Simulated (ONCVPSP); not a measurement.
# Plane-wave convergence, ONCV potential for gadolinium

Gd, optimised norm-conserving Vanderbilt (ONCV), made with ONCVPSP 4.0.1 (PBE, non-relativistic). Core [Kr] 4d10 4f7, reference 5s2 5p6 5d1 6s2. Waves: 5s+6s: rc 2.00 bohr, ncon 4, nbas 7, qcut 4.7 1/bohr, 2 projectors; 5p: rc 1.70 bohr, ncon 4, nbas 8, qcut 5 1/bohr, 2 projectors, debl 0.4 Ha; 5d: rc 3.30 bohr, ncon 5, nbas 9, qcut 5.5 1/bohr, 2 projectors, debl 1.3 Ha; f scattering state at 0.11 Ha: rc 3.25 bohr, ncon 3, nbas 8, qcut 4 1/bohr, 2 projectors, debl 1.9 Ha. Local part: polynomial inside 1.40 bohr (lpopt 4, dvloc0 3 Ha). Core correction: Teter function, fcfact 5.75, rcfact 1.1.

In the p channel the program set the typed energies aside and used -0.975, 0.250 Ha.

Q: For each optimised wave give the share of its norm inside rc, the residual kinetic energy above qcut (Ha) and the cutoffs (Ha) for errors of 10, 1, 0.1 and 0.01 mHa per electron.

A:

```
         wave  norm inside rc  residual KE  10 mHa  1 mHa  0.1 mHa  0.01 mHa
           5s           0.887      6.0e-04     7.8   10.6     27.1      34.6
           6s           0.042      2.2e-04     5.4    9.2     12.4      32.0
           5p           0.623      2.6e-03     8.3   23.6     66.7      77.8
p projector 2           0.098      1.2e-03     4.8   12.9     27.7      66.6
           5d           0.751      1.5e-09     5.8    8.0      9.7      11.2
d projector 2           0.317      8.6e-08     6.9    9.0     10.9      12.7
f projector 1           0.010      1.8e-07     0.5    1.4      3.7       5.7
f projector 2           0.289      3.4e-03     6.9   13.7     36.3      74.0
```

The occupied waves need 24 Ha and 67 Ha for 1 and 0.1 mHa. Rows with under 1 % of the norm inside rc give no meaningful cutoff.
